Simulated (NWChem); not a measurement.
All runs are NWChem calculations. System: HBF, charge 0, spin multiplicity 4, at the geometry of a parent with another charge or spin, in a state set for the comparison that need not be this species' ground state. Its SCF solution wasn't tested for a lower state. Level: UMP2/def2-TZVP, 2 core orbitals frozen.

The NWChem input:

```
start mol
memory heap 200 mb stack 900 mb global 1100 mb
geometry units angstroms nocenter noautoz
  B      0.629044    -0.392647     0.000000
  F     -0.534124     0.190115     0.000000
  H      1.661895     0.252200     0.000000
  symmetry group Cs
end
basis spherical
  * library def2-tzvp
end
scf
  uhf
  nopen 3
  maxiter 100
  thresh 1e-7
  semidirect memsize 60000000 filesize 0
  # guess.movecs holds the orbitals of an unrestricted PBE0 run
  vectors input guess.movecs output mol.movecs
end
mp2
  freeze core 2
end
task mp2 energy
```

NWChem printed:

```
             Northwest Computational Chemistry Package (NWChem) 7.3.0
             --------------------------------------------------------

                                NWChem Input Module
                                -------------------

 Scaling coordinates for geometry "geometry" by  1.889725989
 (inverse scale =  0.529177249)

 Turning off AUTOSYM since
 SYMMETRY directive was detected!

                             Geometry "geometry" -> ""
                             -------------------------

 Output coordinates in angstroms (scale by  1.889725989 to convert to a.u.)

  No.       Tag          Charge          X              Y              Z
 ---- ---------------- ---------- -------------- -------------- --------------
    1 B                    5.0000     0.62904400    -0.39264700     0.00000000
    2 F                    9.0000    -0.53412400     0.19011500     0.00000000
    3 H                    1.0000     1.66189500     0.25220000     0.00000000

 Effective nuclear repulsion energy (a.u.)      22.6446196544

            Nuclear Dipole moment (a.u.)
            ----------------------------
        X                 Y               Z
 ---------------- ---------------- ----------------
    -0.0000018897    -0.0000000000     0.0000000000

      Symmetry information
      --------------------

 Group name             Cs
 Group number              2
 Group order               2
 No. of unique centers     3

      Symmetry unique atoms

     1    2    3


 Summary of "ao basis" -> "" (spherical)
 ------------------------------------------------------------------------------
       Tag                 Description            Shells   Functions and Types
 ---------------- ------------------------------  ------  ---------------------
 *                         def2-tzvp                  on all atoms

 Summary of "ao basis" -> "ao basis" (spherical)
 ------------------------------------------------------------------------------
       Tag                 Description            Shells   Functions and Types
 ---------------- ------------------------------  ------  ---------------------
[...]
  AO/Fock/Back tols     =   1.0D-09  1.0D-09  1.0D-09

 GA uses MA = F    GA memory limited = T

 Available:
  local mem=  1.26D+08
 global mem=  1.44D+08
 local disk=  0.00D+00
  mp2_memr nvloc                    59
  nvloc new                    59
   1 passes of   7:        4194304                      30074                   3299428.
   1 passes of   7: M    126153219           G      144169952           F     121958915.

 Semi-direct pass number   1 of   1  for UHF alpha       at        0.8s
  vrange nnbf                  2344
  mp2_eaftype                    12  avail_ma_in_mb                  1099
 EAF : mp2_eaftype filesize          12    1649714.
  mp2_eaf for mointskh                     12
Node 0 wrote      7.7 Mb in      0.0 s     Agg I/O rate:  3396.7 Mb/s
 Done moints_semi at        1.2s
  mp2_eaftype                    12  avail_ma_in_mb                  1087
 EAF : mp2_eaftype filesize          12    1649714.
  mp2_eaf for kh                    12
 Done maket at        1.3s
 Done multipass loop at        1.3s

 GA uses MA = F    GA memory limited = T

 Available:
  local mem=  1.26D+08
 global mem=  1.44D+08
 local disk=  0.00D+00
  mp2_memr nvloc                    62
  nvloc new                    62
   1 passes of   4:        4194304                      21828                   1984444.
   1 passes of   4: M    126153219           G      144169952           F     121958915.

 Semi-direct pass number   1 of   1  for UHF beta        at        1.3s
  vrange nnbf                  2344
  mp2_eaftype                    10  avail_ma_in_mb                  1099
 EAF : mp2_eaftype filesize          10     992222.
  mp2_eaf for mointskh                     10
Node 0 wrote      4.7 Mb in      0.0 s     Agg I/O rate:  3149.9 Mb/s
 Done moints_semi at        1.8s
  mp2_eaftype                    10  avail_ma_in_mb                  1089
 EAF : mp2_eaftype filesize          10     992222.
  mp2_eaf for kh                    10
 Done maket at        1.8s
 Done multipass loop at        1.8s

          -------------------------------------------
          SCF energy                -124.496357988568
          Correlation energy          -0.299743598032
          Singlet pairs                0.000000000000
          Triplet pairs                0.000000000000
          Total MP2 energy          -124.796101586600
          -------------------------------------------

          ---------------------------------------------------
                    Spin Component Scaled (SCS) MP2
          Same spin pairs                     -0.087280882568
          Same spin scaling factor             0.333333333333
          Opposite spin pairs                 -0.212462715464
          Opposite spin scaling fact.          1.200000000000
          SCS-MP2 correlation energy          -0.284048886079
          Total SCS-MP2 energy              -124.780406874647
          ---------------------------------------------------

 -----------------------
 Performance information
 -----------------------

 Timer overhead =  1.72D-07 seconds/call

               Nr. of calls         CPU time (s)                 Wall time (s)                GFlops
             ---------------    -------------------     ------------------------------   -------------------
Name         Min   Avg   Max    Min     Avg     Max     Min     Avg     Max   Mx/calls   Min     Max     Sum
mp2: moin     2     2     2   0.96    0.96    0.96     0.96    0.96    0.96    0.48      0.0     0.0     0.0
mp2: make     2     2     2   6.49E-2 6.49E-2 6.49E-2  6.49E-2 6.49E-2 6.49E-2 3.24E-2   0.0     0.0     0.0
mp2: tota     1     1     1    1.1     1.1     1.1      1.1     1.1     1.1     1.1      0.0     0.0     0.0

 The average no. of pstat calls per process was 5.00D+00
 with a timing overhead of 8.62D-07s

 Task  times  cpu:        1.8s     wall:        1.8s

 Total times  cpu:        1.8s     wall:        1.8s
```
